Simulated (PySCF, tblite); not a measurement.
Compound: C₃H₇AlClN.
Atom-mapped SMILES: `[CH2:1]=[CH:2][Al:3]([Cl:4])[NH:5][CH3:6]` (hydrogens: H7, H8 on C1; H9 on C2; H10 on N5; H11, H12, H13 on C6)

Geometry (GFN2-xTB, Å), atoms numbered from 1 in this order:
```
atom  x, y, z in Å
C1     2.8304   -0.2783   -0.2352
C2     1.5214   -0.4859   -0.1075
Al3    0.2119    0.9322   -0.5517
Cl4    0.8210    2.7524   -1.2104
N5    -1.5439    0.6411   -0.3837
C6    -2.2724   -0.5430    0.0535
H7     3.2182    0.6695   -0.5842
H8     3.5760   -1.0289   -0.0027
H9     1.1990   -1.4633    0.2482
H10   -2.1977    1.3851   -0.6149
H11   -2.9371   -0.9176   -0.7315
H12   -1.5568   -1.3256    0.2970
H13   -2.8745   -0.3374    0.9441
```

Jobs on this species (13 atoms, 62 electrons) with PySCF (density fitting) and tblite. Hardware of each: Arm Neoverse V1, one thread, on a shared host. The host was shared with other jobs, so the times are rough.

| level and settings | work | basis functions | SCF cycles | wall time |
| --- | --- | --- | --- | --- |
| PBE0/pcSseg-1 | shieldings, charges and field gradients | 151 | ? | ? |
| CAM-B3LYP/def2-SVPD | 8 singlets by full TDDFT, 3 Tamm–Dancoff triplets, polarisability | 187 | 12 | 29 s |
| GFN2-xTB | L-BFGS relaxation | – | – | 0.77 s |

Q: Fill in the missing figures.

A: 
- PBE0/pcSseg-1; shieldings, charges and field gradients: 16 s, 13 SCF cycles

Q: What do all jobs in the table cost together?

A: About 46 s; the longest takes about 63 % of that, and about 38 times as long as the shortest.
